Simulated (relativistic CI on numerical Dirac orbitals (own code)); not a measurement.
Computed by Dirac-Coulomb-Breit CI, separate exchange-only KLI orbitals for each configuration, model QED (radiative potential, 1s self-energy scaled to tabulated hydrogen-like ionisation energies), unscaled Slater integrals (own radial code, finite nucleus).

The strongest absorption lines from the ground level of an ion, among the configurations computed and to levels below about 429 eV (vacuum wavelength in nm, gf): 3.5450 (7.6e-05), 3.6354 (3.3e-06), 4.3000 (0.19), 4.3857 (0.081), 6.6968 (2.4e-06), 7.0357 (0.00015), 20.312 (1.3), 30.451 (0.062).

Q: Which ion is it?
A. Sn20+
B. Pd16+
C. Sn22+
D. Sn18+

A: A. Sn20+ has 30 electrons and the ground level 4s² ¹S0; the strongest line goes to 4s4p ¹P°1. The pattern of lines fixes the number of electrons, and along that sequence the line energies rise steadily with the charge (about as its square where n changes within one kind of shell, about linearly where n is kept but much faster in heavy ions where fine structure, which grows about as Z⁴, sets the gap, and irregularly where shells cross), which fixes Z. Configurations outside the model, such as inner-shell arrays, can give stronger lines. At this charge energies of transitions that change n are usually good to better than 1 %, and those within a shell (Δn = 0) to a few per cent.

LS names give the leading component of a level, which can be under half, so a name can repeat, a term be missing and a line seem to break the LS rules.
